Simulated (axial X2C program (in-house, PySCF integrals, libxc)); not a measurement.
**Worked dissociation energy of MnTe⁺: PBE0, spin-free**

All values were computed with an in-house relativistic program for diatomic molecules. Spin-free means the one-electron spin-free X2C Hamiltonian. Basis: Te dyall-cv3z [11s12p8d4f1g], Mn dyall-cv3z [9s10p6d3f2g] (cores contracted in-house); Gaussian nuclei, density fitting, unrestricted open shells. Masses: Te 129.906 u, Mn 54.938 u.

Molecular state: M_S = 2, Λ = 1 (beyond evenly filled blocks: σα, π+α, δ+α, δ-α).

```
E(Te) (2M_S = 2, M_L = 0)  : -6793.441327 hartree
E(Mn+) (2M_S = 6, M_L = 0) : -1158.097658 hartree
E(MnTe⁺) at Re             : -7951.607649 hartree
ωe                         : 253.1 cm⁻¹
ωexe                       : 0.836 cm⁻¹
```

Task: Work out De and D0.

Result: De = -6793.441327 + (-1158.097658) − (-7951.607649) = 0.06866 hartree = 1.868 eV. The zero-point energy is ωe/2 − ωexe/4 = 126 cm⁻¹ = 0.016 eV, so D0 = 1.853 eV.

The state is a single determinant with fixed occupations, the lowest that a limited PBE0 search found. De is counted from the lowest determinant-based energies of the atoms at the same level, without counterpoise correction. Other states lie close and PBE0, whose exact exchange favours high spin, may order them wrongly; the determinant shown need not be the ground state. The nearest other spin-free determinant of the search, M_S = 3, Λ = 1, lies 0.20 eV up at the distance of the search. The functionals have no current-density term, which raises determinants with orbital currents, atoms included. The determinant is spin-polarised beyond a pure state at some levels (its spin-free form has ⟨S²⟩ too high), which makes Re and μ there less reliable. Spin-free De lacks the spin–orbit lowering of the heavy p-block atom, a tenth of an eV or more for 4p and 5p, up to an eV for 6p and one to two eV for 7p atoms, less what an open-shell molecule gains itself.

Each atomic determinant is the lowest at this level and need not be a pure term. Totals compare only within one Hamiltonian and basis.
